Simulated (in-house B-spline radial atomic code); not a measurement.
P. Computed with a B-spline radial atomic code. Model: non-relativistic spherical atom: semilocal Troullier-Martins pseudo-atom, one channel per l, against all electrons, high spin, G0W0 and RPA with empty states to l = 8, local potential for every l without a channel, a model core (radius 0 = none) keeps its share of the functional.

What the tables leave out is listed at the end.

The pseudopotential gives back the lowest level of each angular momentum of its own functional in the configuration it was made in; a second state of the same l is only approximately right. Exact exchange, RPA and GW see the smooth pseudo-orbitals and miss the exchange with the core, for which the functional's share stands in. The column with an uncorrelated core keeps all orbitals and exact exchange, and so separates missing core correlation from pseudisation. Only the three outermost levels and the lowest empty one were computed. RPA here is direct RPA, with no exchange kernel, and its energies carry an (l + 1/2)⁻⁴ tail. A hybrid on a potential with a model core restores only its own semilocal share of the core's exchange.

Command:
```bash
python run_psgw.py task.json out
```
Settings (lengths in bohr, energies in hartree):
```
Z                      15
electrons              15
configuration          [Ne] 3s2 3p3
generated_in           [Ne] 3s2 3p3
functional             pbe,pbe
core_shells            3
radius_factor          1.15
core_correction        True
```

Time taken, with all properties: 8.2 s on 1 thread of AMD EPYC 9R14 (Zen 4), on a shared host.

Given: made with PBE; model core radius 0.995 bohr; local radius 1.861 bohr; mean-field start PBE.

Valence shells of the generating configuration: 3s, 3p.

Channel: s 1.814, p 2.128 (radii in bohr).

Computed: largest level miss in the spin-unpolarised generating configuration 0 eV; valence RPA correlation energy pseudo -0.20724 hartree; all-electron RPA polarisability, core included 23.237 bohr³; pseudo-atom RPA polarisability 23.092 bohr³.

```json
{"level": "3p up", "occupied": "1", "mean-field all-electron (eV)": "-6.2938", "mean-field pseudo minus all (eV)": "0", "G0W0 all-electron (eV)": "-10.093", "G0W0 uncorrelated core minus all (eV)": "0.081", "G0W0 pseudo minus all (eV)": "-0.033", "exchange self-energy all-electron (eV)": "-16.823", "exchange self-energy pseudo (eV)": "-15.34"}
{"level": "3p down (empty)", "occupied": "0", "mean-field all-electron (eV)": "-3.7374", "mean-field pseudo minus all (eV)": "-0.007", "G0W0 all-electron (eV)": "-1.0975", "G0W0 uncorrelated core minus all (eV)": "0.084", "G0W0 pseudo minus all (eV)": "-0.012", "exchange self-energy all-electron (eV)": "-3.8341", "exchange self-energy pseudo (eV)": "-2.4355"}
```

Task: What is the valence RPA correlation energy all-electron orbitals?

Result: -0.20821 hartree.

Given: mean-field start PBE0.

Computed: valence RPA correlation energy all-electron orbitals -0.18769 hartree; all-electron RPA polarisability, core included 19.574 bohr³; pseudo-atom RPA polarisability 19.529 bohr³.

```csv
level,occupied,mean-field all-electron (eV),mean-field pseudo minus all (eV),G0W0 all-electron (eV),G0W0 uncorrelated core minus all (eV),G0W0 pseudo minus all (eV),exchange self-energy all-electron (eV),exchange self-energy pseudo (eV)
3p up,1,-7.5331,-0.015,-10.456,0.086,-0.044,-16.846,-15.385
3s down,1,-13.139,0.132,-16.159,0.191,0.239,-15.349,-12.726
3p down (empty),0,-2.664,-0.026,-0.78832,0.079,-0.007,-3.5106,-2.302
```

Task: What is the valence RPA correlation energy pseudo?

Result: -0.18755 hartree.

Among the listed levels the largest G0W0 shift of the pseudo-atom is +0.24 eV, for 3s down on the PBE0 start, while leaving the core uncorrelated moves that level by +0.19 eV. The rest, +0.05 eV, comes from pseudisation and the lost core exchange. Not in the tables (levels of low weight, unsolved or above zero; the highest and the empty levels are kept at any weight): on PBE the G0W0 levels 3s down (pseudo minus all +0.09 eV, weights 0.75 and 0.74), 3s up (pseudo minus all -0.06 eV, weights 0.05 and 0.07); on PBE0 the G0W0 levels 3s up (pseudo minus all +0.13 eV, weights 0.35 and 0.33); no Hartree-Fock pseudo-atom is run with a model core.
